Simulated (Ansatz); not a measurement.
Pd₄H₃: single points at one geometry.

```yaml
crystal:
  periodic: [false, false, false]
  atoms:
    - {symbol: Pd, position_ang: [-0.800923, 1.226714, -0.593329]}
    - {symbol: Pd, position_ang: [1.129808, -0.124764, 0.422683]}
    - {symbol: Pd, position_ang: [-1.346502, -1.110403, 0.563227]}
    - {symbol: Pd, position_ang: [-0.199904, -1.356238, -1.766295]}
    - {symbol: H, position_ang: [-1.052006, 1.826428, 0.775298]}
    - {symbol: H, position_ang: [1.266614, -1.213967, -1.096593]}
    - {symbol: H, position_ang: [1.002913, 0.752229, 1.694998]}
basis:
  gaussian: {orbitals: def2-TZVP, initial_orbitals: start.molden}
magnetization: {spin_polarized: true, initial_magnetization: 1}
hamiltonian: {xc: pbe, dispersion: d4}
scf: {omitted_lower_state_checks: [starts]}
output: {forces: true, orbitals: {seedname: orbitals}}
```

The file start.molden holds the orbitals of an earlier run on this structure, at another level or in another basis.

```sh
$ ansatz run in.yaml --threads 4 --pin off --events-out ev --progress --plain --max-ram 8704MiB
```

Output, abridged:

```
Functional definition: PBE
1568 factors; their error is unknown
mean field evaluation 1: about -13974.3087 eV, gradient 5.4e0 eV
mean field evaluation 2: about -13974.6098 eV, gradient 4.2e-1 eV
mean field evaluation 4: about -13974.5986 eV, gradient 7.8e-2 eV
mean field evaluation 8: about -13974.5987 eV, gradient 2.1e-5 eV
mean field -13974.59866363 eV, -513.5570285654 hartree, gradient 1.5e-5 eV, S^2 0.764535; 0 other end points of the search recorded, 0 dependent functions left out
reference -13974.59872407 eV, -513.5570307865 hartree; 38, 37 occupied and 140, 141 virtual orbitals, 1568 factors
Total energy: -13974.99474809 eV, -513.5715844005 hartree
Atom 0 at    -0.800923     1.226714    -0.593329 Å, force     0.093456    -0.432610    -0.135357 eV/Å
Atom 1 at     1.129808    -0.124764     0.422683 Å, force    -0.428002    -0.130903    -0.275379 eV/Å
Atom 2 at    -1.346502    -1.110403     0.563227 Å, force     0.262208     0.219539    -0.203407 eV/Å
Atom 3 at    -0.199904    -1.356238    -1.766295 Å, force     0.015165     0.274544     0.362229 eV/Å
Atom 4 at    -1.052006     1.826428     0.775298 Å, force    -0.044419     0.074140     0.177151 eV/Å
Atom 5 at     1.266614    -1.213967    -1.096593 Å, force     0.051275    -0.055317    -0.031174 eV/Å
Atom 6 at     1.002913     0.752229     1.694998 Å, force     0.050316     0.050607     0.105937 eV/Å
Dipole moment:    -0.284602    -0.180011    -0.255521 e Å
Checks for a lower state left out: starts
```

It took 6.5 s on 4 threads of Intel Xeon Platinum 8259CL on a shared host.

As the first input, with `hamiltonian: {xc: {name: B3LYP}, dispersion: d4}`, `output: {orbitals: {seedname: orbitals}}` (abridged; 9.5 s):

```
Functional definition: B3LYP
mean field -13976.50670332 eV, -513.6271477303 hartree, gradient 2.1e-5 eV, S^2 0.777928
Total energy: -13977.16483189 eV, -513.6513335094 hartree
Checks for a lower state left out: starts
```

First input, but with `hamiltonian: {xc: lda}`, `output: {orbitals: {seedname: orbitals}}` (abridged; 2.9 s):

```
Functional definition: SPW92
mean field -13948.57348285 eV, -512.6006208121 hartree, gradient 9.5e-6 eV, S^2 0.757551
Total energy: -13948.57354196 eV, -512.6006229843 hartree
Checks for a lower state left out: starts
```

As the first input, with `correlation: {method: mp2}`, `output: {orbitals: {seedname: orbitals}}` and without the key `hamiltonian` (abridged; 12 s):

```
Functional definition: HF
mean field -13873.02266474 eV, -509.8241794568 hartree, gradient 3.0e-6 eV, S^2 1.921506
second order -54.63287995 eV of doubles, -0.00000000 eV of singles
Total energy: -13927.65554469 eV, -511.8319007635 hartree
Checks for a lower state left out: starts
```

Geometry: B3LYP-D4/def2-SVP.

In the def2 sets Pd takes a core potential; there is no spin–orbit coupling. B3LYP takes the VWN-RPA correlation. Correlated methods freeze no core orbitals; core or outer-core shells of Pd are correlated, in sets that lack core-valence functions. At MP2/def2-TZVP the charge 0 doublet is spin-contaminated (final ⟨S²⟩ up to 1.92, 0.75 for a pure state). Another isomer (doublet) lies 0.73 eV lower at PBE0-D4/def2-TZVP; other spin states weren't run for this one.
